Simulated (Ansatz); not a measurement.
Problem. Name a neutral molecule of C, O, Sn and H with HOMO–LUMO gap (ωB97M-V/def2-TZVPP) between 11.65 and 11.95 eV and size of the dipole moment (PBE/def2-TZVPP) between 0.20 and 0.50 D (Ansatz, PBE0-D4/def2-TZVP geometry).

Solution. `[CH3][Sn]([OH])([OH])[OH]` (11.77 eV, 0.35 D). Other molecules can fit too; these were computed, each in one conformer that needn't be the lowest.
